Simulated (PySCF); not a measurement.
## Gas-phase XPS of SiHCl3, computed

SiHCl3.
Geometry (PBE0-D3(BJ)/def2-SVP, Å), atoms numbered from 1 in this order:
```xyz
5
Cl3HSi angstrom
Si    -0.002   -0.001    0.121
H     -0.002   -0.020    1.596
Cl     1.923    0.010   -0.566
Cl    -0.964    1.673   -0.554
Cl    -0.956   -1.661   -0.598
```

The calculation used delta-SCF UKS SCAN, pcX-2 on the ionised atom, pcseg-1 elsewhere, spin-free X2C in PySCF. These are vertical core ionisation energies against the vacuum level, from separate self-consistent calculations with and without the core hole.

Question: List the computed XPS lines with their assignment.

Answer: 
| atom(s) | environment | level | binding energy (eV) | 2p1/2 (eV) | count |
| --- | --- | --- | --- | --- | --- |
| Cl3/Cl4/Cl5 | chlorine bonded to Si | Cl 1s | 2829.36 | – | 3 |
| Si1 | silicon bonded to 3 Cl and H | Si 1s | 1849.91 | – | 1 |
| Cl3/Cl4/Cl5 | chlorine bonded to Si | Cl 2p3/2 | 206.76 | 208.42 | 3 |
| Si1 | silicon bonded to 3 Cl and H | Si 2p3/2 | 109.77 | 110.40 | 1 |

Question: Give the binding energy of Cl 1s of Cl3/Cl4/Cl5 in hartree and in kJ/mol.

Answer: 2829.36 eV = 103.9771 Eh = 272992 kJ/mol.

Atoms equivalent by their bonding share one computed value, that of the first of them. Spin–orbit and ligand-field terms were added within each 2p shell after the spin-free SCF. 2p1/2 minus 2p3/2 (ligand field included): Si 0.63 eV, Cl 1.65 eV. Isolated species at its PBE0-D3(BJ)/def2-SVP geometry, gas phase.
